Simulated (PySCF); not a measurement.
Si(OSiH3)2(H)(Me) (CH10O2Si3), SMILES C[SiH](O[SiH3])O[SiH3].

The structure is a stationary point at B3LYP-D3(BJ)/def2-SVP. One conformer was computed; it need not be the lowest.

All values below come from SMD-B3LYP/6-31G* (PySCF).

Solvation free energies are E(SMD) − E(gas) at the gas-phase geometry, for 1 M in both phases. In vacuum the dipole moment is 0.45 D.

Computed solvation free energies in water, acetone, ethanol:
| solvent | ΔG(solv) (kcal/mol) | its non-electrostatic (CDS) part | dipole (D) |
|---|---|---|---|
| water | 3.0 | 5.1 | 0.58 |
| acetone | -1.7 | -0.3 | 0.59 |
| ethanol | -1.7 | 0.3 | 0.58 |
